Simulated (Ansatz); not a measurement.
Agn (charge +1): r2SCAN-D4/def2-TZVP single points in Ansatz on relaxed structures, gas phase. Each cluster is the lowest isomer that a short search found in that spin, judged at the geometry's level, and lower ones may exist. Core potentials for Ag, no spin–orbit coupling. HOMO and LUMO are taken over both spins. Singlets are spin-restricted. The spins of the ions were chosen, not always searched. A dash marks a value that wasn't run or was left out as unsound. The structures are stationary points that may keep the symmetry of their start. Remarks come from the PBE and PBE0 runs and from stability tests at other levels; not every state was tested. HOMO above LUMO (over both spins in singlets and doublets, within one spin in higher multiplets; at PBE or PBE0), or a gap under 0.15 eV within one spin, warns that the state may not be the lowest or that an electron is smeared out.

Question: Estimate the order by gap (eV), lowest first.
A. Ag9⁺ (singlet)
B. Ag4⁺ (doublet; reduced ion singlet)
C. Ag3⁺ (singlet)

Answer: B (0.62), A (1.98), C (3.21).

In full:

| species | atoms | state | geometry | HOMO (eV) | LUMO (eV) | gap (eV) | vertical EA (eV) | lowest of the spins relaxed | point group (within 0.1 Å) | remarks |
| --- | --- | --- | --- | --- | --- | --- | --- | --- | --- | --- |
| Ag3⁺ | 3 | singlet | B3LYP-D4/def2-TZVP | -11.05 | -7.85 | 3.21 | 5.77 | singlet, of singlet/triplet/quintet | D3h | gap within one spin near zero at PBE or PBE0 (neutral doublet), HOMO above LUMO (neutral doublet), gap within one spin near zero at PBE or PBE0 (quintet) |
| Ag4⁺ | 4 | doublet; reduced ion singlet | PBE0-D4/def2-SVP | -9.21 | -8.58 | 0.62 | 6.49 | doublet, of doublet/quartet | D2h | – |
| Ag9⁺ | 9 | singlet | r2SCAN-D4/def2-SVP | -8.74 | -6.76 | 1.98 | – | – | C2v | – |

The gap (eV) runs from 0.62 (Ag4⁺) to 3.21 (Ag3⁺).
